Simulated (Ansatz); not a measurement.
Energy profile

The step: SiNH₄F ([NH2][SiH2][F]) + H₂S → SiNH₅S ([NH2][SiH2][SH]) + HF; bonds formed: Si1–S7, F2–H6; bonds broken: Si1–F2, H6–S7 (atoms numbered as in the saddle structure below).

```tsv
atom	x (Å)	y (Å)	z (Å)
Si1	-0.4827	0.4694	-0.1102
F2	-0.2724	-1.1890	-1.0625
H3	-1.5132	0.8174	-1.1141
H4	-0.2158	1.7699	0.5880
N5	-0.6776	-0.4896	1.2737
H6	0.8237	-0.6793	-1.4448
S7	1.5875	0.6252	-1.3229
H8	-0.8437	-1.4804	1.2523
H9	-0.7032	-0.0798	2.1904
H10	2.2974	0.2362	-0.2499
```

Electronic energies by CCSD(T) at an estimated basis limit (MP2 extrapolated from triple and quadruple zeta, plus CCSD(T) − MP2 in triple zeta), on PBE0-D4/def2-TZVP structures; SiNH6SF, closed shell; no counterpoise correction. Computed with Ansatz 0.2.0 (basis: def2-TZVPP and def2-QZVPP); correlated methods freeze the cores. Extrapolation: Hartree–Fock as exp(−7.88 √X), correlation as X^−2.97.

Q: Give the profile in kcal/mol, counted from the separated reactants. (To be estimated.)

A: The calculation gives:
| point | kcal/mol |
| --- | --- |
| separated: SiNH4F (linked as [NH2][SiH2][F]; Si1, F2, H3, H4, N5, H8, H9; singlet) + H2S (H6, S7, H10; singlet) | 0.00 |
| start structure | -1.74 |
| saddle | 40.49 |
| end structure | 13.93 |
| separated: SiNH5S (linked as [NH2][SiH2][SH]; Si1, H3, H4, N5, S7, H8, H9, H10; singlet) + HF (F2, H6; singlet) | 20.87 |

The T1 diagnostic stays at or below 0.013. The start structure is not quite a true minimum (one mode of 30i cm⁻¹).

For scale, one of the runs: CCSD(T)/def2-TZVPP, 230 basis functions, launched by `ansatz run in.yaml --threads 4 --pin off --events-out ev --progress --plain --max-ram 9574MiB`. Time: 64 s of wall clock on 4 CPU threads of an AMD EPYC 7R43; the host was shared. Peak host memory: 3.8 GiB.
